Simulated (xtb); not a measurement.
C6H12, charge +3, doublet, at a GFN2-xTB geometry of the parent state (a state made from the parent by changing its charge; the spin is typed, not shown lowest); xtb with GFN2-xTB.

The xtb input:
```
$ xtb mol.xyz --gfn 2 --chrg 3 --uhf 1 --json

# file mol.xyz
18

C     -0.67842356     1.14566580    -0.71500841
C      0.72752875     1.22303846    -0.09487871
C      1.41426761    -0.10742425    -0.14976745
C      0.67842356    -1.14566580     0.71500841
C     -0.72752875    -1.22303846     0.09487871
C     -1.41426761     0.10742425     0.14976745
H     -0.62464672     0.81515136    -1.75139328
H     -1.17730116     2.11212942    -0.67533345
H      1.26233163     1.96163156    -0.70888014
H      0.67697377     1.60144391     0.92725319
H      1.51121961    -0.46166252    -1.17719904
H      2.42054828    -0.04330111     0.28820410
H      1.17730116    -2.11212942     0.67533345
H      0.62464672    -0.81515136     1.75139328
H     -1.26233163    -1.96163156     0.70888014
H     -0.67697377    -1.60144391    -0.92725319
H     -1.51121961     0.46166252     1.17719904
H     -2.42054828     0.04330111    -0.28820410
```

**Question.** Predict the main parts of the log of this xtb run.

**Answer.** 
```
   ID    Z sym.   atoms
    1    6 C      1-6
    2    1 H      7-18

           -------------------------------------------------
          |                Calculation Setup                |
           -------------------------------------------------

           -------------------------------------------------
          |                 G F N 2 - x T B                 |
           -------------------------------------------------

          ...................................................
          :                      SETUP                      :
          :.................................................:
          :  # basis functions                  36          :
          :  # atomic orbitals                  36          :
          :  # shells                           24          :
          :  # electrons                        33          :
          :  max. iterations                   250          :
          :  Hamiltonian                  GFN2-xTB          :
          :  restarted?                      false          :
          :  GBSA solvation                  false          :
          :  PC potential                    false          :
          :  electronic temp.          300.0000000     K    :
          :  accuracy                    1.0000000          :
          :  -> integral cutoff          0.2500000E+02      :
          :  -> integral neglect         0.1000000E-07      :
          :  -> SCF convergence          0.1000000E-05 Eh   :
          :  -> wf. convergence          0.1000000E-03 e    :
          :  Broyden damping             0.4000000          :
          :  net charge                          3          :
          :  unpaired electrons                  1          :
          ...................................................

 iter      E             dE          RMSdq      gap      omega  full diag
   1    -17.1634982 -0.171635E+02  0.245E+00    0.47       0.0  T
   2    -17.1671083 -0.361012E-02  0.154E+00    0.30       1.0  T
   3    -17.1610920  0.601633E-02  0.830E-01    0.30       1.0  T
   4    -17.1692410 -0.814899E-02  0.223E-01    0.25       1.0  T
   5    -17.1694228 -0.181801E-03  0.805E-02    0.27       1.0  T
   6    -17.1694363 -0.135294E-04  0.141E-02    0.28       1.7  T
   7    -17.1694366 -0.271857E-06  0.246E-03    0.28       9.6  T
   8    -17.1694366 -0.119668E-07  0.919E-04    0.28      25.7  T
   9    -17.1694366 -0.301458E-08  0.297E-04    0.28      79.4  T

[...]
         :: total energy             -16.888186767423 Eh    ::
[...]

 ---------------------------------------------------------------------------
     #   Z sym  total        # sym  WBO       # sym  WBO       # sym  WBO
 ---------------------------------------------------------------------------
     1   6 C    3.851 --     2 C    0.924     6 C    0.924     7 H    0.847
                             8 H    0.822
     2   6 C    3.906 --     3 C    1.105     1 C    0.924    10 H    0.862
                             9 H    0.680
     3   6 C    3.906 --     2 C    1.105     4 C    0.924    11 H    0.862
                            12 H    0.680
     4   6 C    3.851 --     5 C    0.924     3 C    0.924    14 H    0.847
                            13 H    0.822
     5   6 C    3.906 --     6 C    1.105     4 C    0.924    16 H    0.862
                            15 H    0.680
     6   6 C    3.906 --     5 C    1.105     1 C    0.924    17 H    0.862
                            18 H    0.680
     7   1 H    0.919 --     1 C    0.847
     8   1 H    0.897 --     1 C    0.822
     9   1 H    0.881 --     2 C    0.680
    10   1 H    0.926 --     2 C    0.862
    11   1 H    0.926 --     3 C    0.862
    12   1 H    0.881 --     3 C    0.680
    13   1 H    0.897 --     4 C    0.822
    14   1 H    0.919 --     4 C    0.847
    15   1 H    0.881 --     5 C    0.680
    16   1 H    0.926 --     5 C    0.862
    17   1 H    0.926 --     6 C    0.862
    18   1 H    0.881 --     6 C    0.680
 ---------------------------------------------------------------------------

Topologies differ in total number of bonds
Writing topology from bond orders to xtbtopo.mol

molecular dipole:
                 x           y           z       tot (Debye)
 q only:       -0.000      -0.000       0.000
   full:       -0.000      -0.000       0.000       0.000
molecular quadrupole (traceless):
                xx          xy          yy          xz          yz          zz
 q only:        7.670       0.868       4.683       1.488      -7.309     -12.353
  q+dip:        7.447       1.339       4.098       1.000      -6.212     -11.545
   full:        8.398       1.861       4.218       0.979      -6.675     -12.616

           -------------------------------------------------
          | TOTAL ENERGY              -16.888186767423 Eh   |
          | GRADIENT NORM               0.078261475189 Eh/α |
          | HOMO-LUMO GAP               0.278732068861 eV   |
           -------------------------------------------------

normal termination of xtb
```
